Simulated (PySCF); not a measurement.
## Calculated properties of `C[Si](C)(C)[Si]Cl` [triplet]

Compound: C3H9ClSi2 (triplet state).
Z-matrix (Å and degrees, GFN2-xTB geometry), rows numbered from 1:
```
C 
Si  1  1.9201
C   2  1.9200  1  106.23
C   2  1.9059  1  109.15  3   117.59
Si  2  2.2963  1  114.09  3  -126.49
Cl  5  2.0915  2  113.72  1    61.02
H   1  1.0860  2  110.58  3    65.83
H   1  1.0860  2  111.06  3  -174.90
H   1  1.0873  2  112.16  3   -54.32
H   3  1.0858  2  111.09  1   174.86
H   3  1.0872  2  112.19  1    54.38
H   3  1.0860  2  110.61  1   -65.88
H   4  1.0839  2  111.68  1    61.78
H   4  1.0839  2  111.70  1  -177.49
H   4  1.0849  2  110.21  1   -57.84
```

GFN2-xTB geometry:

| Property | Result |
| --- | --- |
| Point group of the GFN2-xTB geometry | Cs |
| Rotational constants A, B, C of the GFN2-xTB geometry | 2.664, 0.971, 0.918 GHz |

From UKS B3LYP, pcH-1 on C Cl H Si, non-relativistic, mean-field spin-orbit, GIAO (PySCF):

| Item | Value |
| --- | --- |
| Isotropic g value | 2.00504 |
| Principal g values | 2.00176, 2.00614, 2.00723 |
| Spin squared ⟨S²⟩ | 2.003 |
| Largest Mulliken spin population | 1.59 on Si5 |
| Largest isotropic hyperfine couplings (means over sets of like nuclei) | 29Si -318.4 (Si5), 29Si -63.9 (Si2), 13C +10.7 (C1/C3/C4), 35Cl +9.1 (Cl6), 1H +2.7 (H7/H8/H9/H10/H11/H12/H13/H14/H15) MHz |

Monoisotopic mass (most abundant isotopes): 135.9931 u.

With B = h/(8π²I), that is 505.379 GHz u Å² over I, the principal moments of inertia are 189.7, 520.6 and 550.3 u Å² (most abundant isotopes). The rotational constants make it an asymmetric top with κ = (2B − A − C)/(A − C) = -0.94, nearer the prolate limit (−1). ⟨S²⟩ is 0.003 above the pure-spin value S(S + 1) = 2.00. g_iso is shifted by about +2720 ppm from the free-electron value 2.002319; the principal values span 0.0055.

Geometry: GFN2-xTB; no solvent or vibrations. This triplet need not be the ground state; the singlet was not compared here. Hyperfine couplings depend on the geometry, which wasn't re-optimised at a DFT level. Couplings of like nuclei are plain means over topologically equivalent atoms, as if these changed places fast (by rotation of a methyl-like group, say); in this geometry the members of some sets differ.
